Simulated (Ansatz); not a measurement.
Gas-phase electronic energies from Ansatz, PBE0-D4/def2-TZVP geometries. CBS: MP2 limit from def2 TZ/QZ plus the TZ coupled-cluster correction, frozen cores. Double bonds are as drawn, so ΔE can hold a change between cis and trans. Functionals use def2-TZVPP. B3LYP here is the variant with VWN-RPA as its local correlation; programs differ in this. One conformer a species, not always the lowest.

`B[SiH2]/C=C/O` + `CCN[SiH2]Cl` → `BN(CC)[SiH2]Cl` + `O/C=C/[SiH3]`  (cleavage of the B–Si bond)

`B[SiH2]/C=C/O`:

Z-matrix (Å, degrees):
```
B
C 1 1.848
Si 1 1.971 2 58.0
H 1 1.192 2 111.0 3 122.9
H 1 1.200 2 116.1 3 -95.8
C 2 1.366 1 80.8 3 136.2
H 2 1.088 1 109.2 3 -110.9
H 3 1.482 1 120.2 2 -102.9
H 3 1.480 1 125.9 2 91.0
O 6 1.345 2 120.7 1 110.4
H 6 1.085 2 122.5 1 -79.4
H 10 0.961 6 109.9 2 -173.2
```

`CCN[SiH2]Cl`:

Z-matrix (Å, degrees):
```
C
C 1 1.519
H 1 1.092 2 110.9
H 1 1.094 2 110.8 3 -119.8
H 1 1.093 2 110.8 3 120.6
N 2 1.453 1 113.9 3 59.8
H 2 1.095 1 109.7 3 -61.0
H 2 1.096 1 109.9 3 -177.3
Si 6 1.696 2 124.5 1 -95.7
H 6 1.009 2 113.5 1 61.1
Cl 9 2.077 6 115.2 2 70.6
H 9 1.479 6 108.2 2 -170.8
H 9 1.480 6 108.8 2 -46.7
```

`BN(CC)[SiH2]Cl`:

Cartesian coordinates in Å:
```
B 1.607 -0.987 0.080
N 0.491 -0.179 0.329
C -0.864 -0.622 -0.026
C -1.268 -0.179 -1.418
Si 0.657 1.368 1.095
Cl -0.123 1.300 2.999
H 1.448 -2.063 -0.426
H 2.696 -0.590 0.376
H -1.574 -0.240 0.715
H -0.893 -1.711 0.046
H -0.589 -0.597 -2.164
H -1.246 0.909 -1.510
H -2.281 -0.517 -1.648
H -0.144 2.384 0.375
H 2.084 1.725 1.180
```

`O/C=C/[SiH3]`:

Cartesian coordinates in Å:
```
O 1.124 -1.810 1.298
C 0.352 -0.783 0.897
C 0.322 -0.219 -0.312
Si -0.803 1.191 -0.694
H 1.676 -2.098 0.563
H -0.278 -0.444 1.714
H 0.985 -0.612 -1.083
H -0.045 2.400 -1.119
H -1.584 1.517 0.530
H -1.748 0.858 -1.795
```

| level | ΔE (kJ/mol) | difference from CCSD(T)/CBS |
| --- | --- | --- |
| r2SCAN-D4 | -147.9 | 24.3 |
| PBE0-D4 | -144.7 | 27.5 |
| B3LYP-D4 | -178.1 | -5.9 |
| ωB97X-V | -168.0 | 4.2 |
| ωB97M-V | -167.1 | 5.1 |
| B2PLYP | -177.5 | -5.3 |
| PBE | -134.4 | 37.8 |
| PBE0 | -144.1 | 28.1 |
| HF/def2-TZVPP | -232.7 | -60.5 |
| MP2/def2-TZVPP | -166.7 | 5.5 |
| CCSD/def2-TZVPP | -183.7 | -11.5 |
| CCSD(T)/def2-TZVPP | -175.0 | -2.8 |
| MP2/def2-QZVPP | -165.2 | 7.0 |
| SCS-MP2/def2-QZVPP | -181.9 | -9.7 |
| MP2/CBS(def2) | -163.9 | 8.3 |
| CCSD/CBS(def2) | -180.9 | -8.7 |
| CCSD(T)/CBS | -172.2 | 0 |

Largest T1 diagnostic among the species: 0.013.

From PBE to PBE0 (25 % exact exchange), in def2-TZVPP and without D4, ΔE moves by −9.7 kJ/mol. In def2-TZVPP, CCSD(T) changes the Hartree–Fock value by +57.7 kJ/mol (the triples alone add +8.7 kJ/mol) and MP2 by +66.0 kJ/mol.
